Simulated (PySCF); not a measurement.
## Excitation energy of Tl⁺ by level of theory

Tl⁺ [Xe] 4f14 5d10 6s2 (1S) → Tl⁺ [Xe] 4f14 5d9 6s2 7s1 (3D), as a difference of total energies. All numbers are calculated (PySCF 2.14, a scalar-relativistic core potential, in aug-cc-pVQZ-PP with ECP60MDF (7s7p5d3f2g, 92 functions)). The calculations carry no spin-orbit coupling.

```tsv
method	excitation energy (eV)
UHF	20.891
LDA	21.787
PBE	21.534
PBE0	21.626
r2SCAN	21.821
B97-3	21.774
wB97M-V	21.616
MN15	21.586
```

The upper state lies above the first ionisation limit, where it may autoionise and the basis confines it. A Rydberg-like electron needs more diffuse functions than a valence basis has.

The promoted electron is Rydberg-like, and one or two diffuse shells describe it only roughly, which tends to raise the upper state.
